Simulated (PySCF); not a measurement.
C3H4, SMILES C1=CC1. Coordinates come from a B3LYP-D3(BJ)/def2-TZVP optimisation.

Computed with B3LYP-D3(BJ)/def2-TZVP (PySCF).

Harmonic wavenumbers (cm⁻¹): 600, 785, 868, 923, 1017, 1038, 1073, 1114, 1151, 1525, 1734, 3042, 3102, 3254, 3298. Rotational constants (GHz): 30.45, 21.95, 13.93; symmetry number 2.

Problem. Work out the zero-point energy and the ideal-gas rigid-rotor harmonic-oscillator thermochemistry at 298.15 K and 1 atm.

Solution. ZPE = ½ Σ hcν = ½ × 24524 cm⁻¹ = 35.06 kcal/mol. H − E(el) = 37.74 kcal/mol. Entropy in cal/(mol K): translation 36.99, rotation 19.70, vibration 1.32, total 58.00. G − E(el) = 20.45 kcal/mol. Cp = 12.28 cal/(mol K).
